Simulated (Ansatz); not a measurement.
CH₉AlSi₃ (`[SiH3][SiH2][SiH]1[CH2][AlH]1`) at its PBE0-D4/def2-TZVP geometry, where that method's forces vanish. The species carries charge 0 and has multiplicity 1.

```csv
atom,x (Å),y (Å),z (Å)
Si1,-2.7725,0.7751,-0.3832
Si2,-0.7280,0.7834,0.7503
Si3,0.5835,-1.0109,0.0717
C4,2.4546,-0.8113,0.5201
Al5,2.3152,-0.5180,-1.4016
H6,-3.6363,1.9092,0.0452
H7,-2.5367,0.8850,-1.8481
H8,-3.4990,-0.4958,-0.1157
H9,-0.9687,0.8045,2.2236
H10,0.0073,2.0360,0.4025
H11,-0.0472,-2.3261,0.3788
H12,2.7320,-0.0939,1.2916
H13,2.9231,-1.7773,0.7442
H14,3.1728,-0.1599,-2.6794
```

(1) For each bond, give half the difference of the two atoms' forces along it (eV/Å; positive pushes the atoms apart) under PBE-D4, r2SCAN-D4, B3LYP-D4, ωB97M-V in def2-TZVPP. (An estimate is asked.)

## Answers

(1) Ansatz gave: 
```json
{"bond": "Si1–Si2", "length (Å)": "2.338", "PBE-D4": "-0.07", "r2SCAN-D4": "0.01", "B3LYP-D4": "0.11", "ωB97M-V": "0.08"}
{"bond": "Si1–H6", "length (Å)": "1.489", "PBE-D4": "0.09", "r2SCAN-D4": "-0.02", "B3LYP-D4": "-0.08", "ωB97M-V": "-0.11"}
{"bond": "Si1–H7", "length (Å)": "1.488", "PBE-D4": "0.09", "r2SCAN-D4": "-0.02", "B3LYP-D4": "-0.06", "ωB97M-V": "-0.09"}
{"bond": "Si1–H8", "length (Å)": "1.488", "PBE-D4": "0.09", "r2SCAN-D4": "-0.02", "B3LYP-D4": "-0.07", "ωB97M-V": "-0.10"}
{"bond": "Si2–Si3", "length (Å)": "2.324", "PBE-D4": "-0.09", "r2SCAN-D4": "-0.01", "B3LYP-D4": "0.06", "ωB97M-V": "0.07"}
{"bond": "Si2–H9", "length (Å)": "1.493", "PBE-D4": "0.11", "r2SCAN-D4": "-0.01", "B3LYP-D4": "-0.09", "ωB97M-V": "-0.13"}
{"bond": "Si2–H10", "length (Å)": "1.494", "PBE-D4": "0.10", "r2SCAN-D4": "-0.01", "B3LYP-D4": "-0.08", "ωB97M-V": "-0.10"}
{"bond": "Si3–C4", "length (Å)": "1.934", "PBE-D4": "0.09", "r2SCAN-D4": "0.06", "B3LYP-D4": "0.13", "ωB97M-V": "0.02"}
{"bond": "Si3–Al5", "length (Å)": "2.327", "PBE-D4": "0.08", "r2SCAN-D4": "0.04", "B3LYP-D4": "0.13", "ωB97M-V": "0.07"}
{"bond": "Si3–H11", "length (Å)": "1.491", "PBE-D4": "0.07", "r2SCAN-D4": "-0.02", "B3LYP-D4": "-0.11", "ωB97M-V": "-0.12"}
{"bond": "C4–Al5", "length (Å)": "1.949", "PBE-D4": "0.06", "r2SCAN-D4": "0.00", "B3LYP-D4": "0.12", "ωB97M-V": "0.03"}
{"bond": "C4–H12", "length (Å)": "1.089", "PBE-D4": "0.09", "r2SCAN-D4": "-0.01", "B3LYP-D4": "-0.07", "ωB97M-V": "-0.05"}
{"bond": "C4–H13", "length (Å)": "1.097", "PBE-D4": "0.10", "r2SCAN-D4": "-0.01", "B3LYP-D4": "-0.08", "ωB97M-V": "-0.04"}
{"bond": "Al5–H14", "length (Å)": "1.580", "PBE-D4": "0.02", "r2SCAN-D4": "-0.02", "B3LYP-D4": "-0.13", "ωB97M-V": "-0.15"}
```

B3LYP here is the variant with VWN-RPA as its local correlation; programs differ in this.
